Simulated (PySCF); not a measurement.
CH₅BO₂S.
Structure used (PBE0-D3(BJ)/def2-SVP), in Å, numbered top down from 1:
```xyz
10
CH5BO2S angstrom
O     -0.555    1.133   -1.050
B     -0.603    0.087   -0.172
O     -1.569   -0.874   -0.177
C      0.554   -0.018    0.890
S      2.049   -0.618    0.021
H     -1.242    1.143   -1.722
H     -2.214   -0.807   -0.888
H      0.773    0.928    1.408
H      0.331   -0.784    1.645
H      2.114    0.393   -0.872
```

Theory: delta-SCF UKS SCAN, pcX-2 on the ionised atom, pcseg-1 elsewhere, spin-free X2C in PySCF. The ground state was rerun for each ionised atom, in the same mixed basis as its hole state.

```json
{"ionised atom": "B2", "basis functions": "130", "E(ground) (Eh)": "-615.72159", "binding energy (eV)": "197.478"}
{"ionised atom": "C4", "basis functions": "130", "E(ground) (Eh)": "-615.72223", "binding energy (eV)": "290.741"}
{"ionised atom": "O1", "basis functions": "130", "E(ground) (Eh)": "-615.74875", "binding energy (eV)": "539.464"}
{"ionised atom": "S5", "basis functions": "141", "E(ground) (Eh)": "-615.85589", "binding energy (eV)": "2477.088"}
```

Q: Fill in the total energy of each core-ionised state.

A: With binding energy = E(ionised) − E(ground) and 27.2114 eV a hartree:

```json
{"atom": "B2", "binding energy (Eh)": "7.2572", "E(ionised) (Eh)": "-608.4644"}
{"atom": "C4", "binding energy (Eh)": "10.6845", "E(ionised) (Eh)": "-605.0377"}
{"atom": "O1", "binding energy (Eh)": "19.8249", "E(ionised) (Eh)": "-595.9238"}
{"atom": "S5", "binding energy (Eh)": "91.0313", "E(ionised) (Eh)": "-524.8246"}
```

Q: How much do the ground-state energies differ, and what would follow from using one of them for all holes?

A: They run from -615.8559 Eh (core basis on S5) to -615.7216 Eh (on B2), 0.1343 Eh or 3.65 eV apart, though the state is the same; only basis and grid differ. Pairing the ion of B2 with the ground state of S5 would put its binding energy 3.65 eV too high.

Only 1s holes are shown. Topologically equivalent atoms share the value of their first member; where this conformer doesn't relate them by symmetry, their own values could differ. Isolated species at its PBE0-D3(BJ)/def2-SVP geometry (one conformer only).
